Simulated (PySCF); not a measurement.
Run record for `BC1=CC=C(Cl)C=C1`: KT2/6-311+G(2d,p), fitting basis def2-universal-jkfit, TDA, 12 singlets.

Method: TDA KT2/6-311+G(2d,p), vertical, gas phase, core orbitals frozen in the response (PySCF 2.14.0, density-fitted response routines). Geometry: GFN2-xTB. The input is one job of a driver script: a line of settings, then coordinates in Å.

Command:
```bash
OMP_NUM_THREADS=1 python probes_run.py task.json out
```

Input:
```
{"job": {"kind": "uv", "xc": "KT2", "basis": "6-311+G(2d,p)", "nstates": 12, "ntriplets": 0, "tda": true, "scf": {"aux": "def2-universal-jkfit"}}, "charge": 0, "multiplicity": 1}
B      2.459055     0.251114    -0.016438
C      0.921826     0.093759    -0.009673
C      0.309946    -1.165569    -0.095496
C     -1.062564    -1.316266    -0.087452
C     -1.866987    -0.190542     0.010147
Cl    -3.584717    -0.365305     0.019779
C     -1.304894     1.074463     0.098909
C      0.069774     1.203665     0.087549
H      3.143307    -0.692775    -0.096560
H      2.938936     1.313986     0.060105
H      0.930913    -2.046195    -0.170820
H     -1.514063    -2.294156    -0.154566
H     -1.942412     1.941664     0.176965
H      0.501203     2.191683     0.155384
```

Output:
```
final grid: 122440 points
cycle   1  E = -725.4764362635  dE =  9.875e-01  |g| = 4.854e-01  |ddm| = 1.061e+01
cycle   2  E = -725.3726602439  dE =  1.038e-01  |g| = 7.584e-01  |ddm| = 4.967e+00
cycle   3  E = -725.5245175652  dE = -1.519e-01  |g| = 2.499e-01  |ddm| = 1.629e+00
cycle   4  E = -725.5424309067  dE = -1.791e-02  |g| = 7.026e-02  |ddm| = 2.033e+00
cycle   5  E = -725.5436812424  dE = -1.250e-03  |g| = 2.646e-02  |ddm| = 6.756e-01
cycle   6  E = -725.5438648157  dE = -1.836e-04  |g| = 5.427e-03  |ddm| = 2.151e-01
cycle   7  E = -725.5438706079  dE = -5.792e-06  |g| = 2.565e-03  |ddm| = 4.009e-02
cycle   8  E = -725.5438723902  dE = -1.782e-06  |g| = 4.100e-04  |ddm| = 1.782e-02
cycle   9  E = -725.5438724332  dE = -4.303e-08  |g| = 1.462e-04  |ddm| = 1.629e-03
cycle  10  E = -725.5438724399  dE = -6.645e-09  |g| = 1.991e-05  |ddm| = 8.865e-04
cycle  11  E = -725.5438724400  dE = -1.187e-10  |g| = 1.092e-05  |ddm| = 2.369e-04
converged SCF energy = -725.5438724400

Static polarisability (au): isotropic 104.819, principal 56.919 96.778 160.760

Singlet excitations
state   eV       nm        f      main configurations
  1   4.2782    289.8   0.01510   H-1->L 0.86, H->L+1 0.11
  2   4.5364    273.3   0.43397   H->L 0.86
  3   4.9259    251.7   0.00000   H-2->L 0.98
  4   5.1257    241.9   0.00000   H-3->L 0.98
  5   5.2285    237.1   0.00032   H-4->L 1.00
  6   5.5345    224.0   0.03966   H->L+1 0.70, H-1->L+3 0.19
  7   5.9859    207.1   0.00066   H->L+2 0.91
  8   6.0679    204.3   0.00002   H-6->L 0.99
  9   6.1535    201.5   0.08651   H-5->L 0.89
 10   6.1959    200.1   0.00001   H-1->L+2 0.92
 11   6.2937    197.0   0.00044   H-2->L+1 0.99
 12   6.3984    193.8   0.04507   H->L+3 0.64, H-1->L+1 0.23
```

H and L stand for HOMO and LUMO; the number after each pair is its weight.

Q: Give S1 in cm⁻¹ and kJ/mol.

A: 4.2782 eV × 8065.54 = 34506 cm⁻¹; × 96.485 = 412.8 kJ/mol.

Q: How does the lowest singlet excitation compare with the HOMO–LUMO gap?

A: HOMO -6.60 eV and LUMO -3.03 eV give a gap of 3.57 eV; S1 at 4.28 eV lies 0.71 eV above it.

In short: SCF converged in 11 cycles with 260 basis and 761 fitting functions; HOMO -6.60 eV, LUMO -3.03 eV; lowest singlet 4.28 eV; mean polarisability 104.8 au.

All basis functions are spherical, in the Pople sets too.

Time: 49 s wall; peak memory 0.69 GiB. Hardware: one thread of an Arm Neoverse V1, shared host.
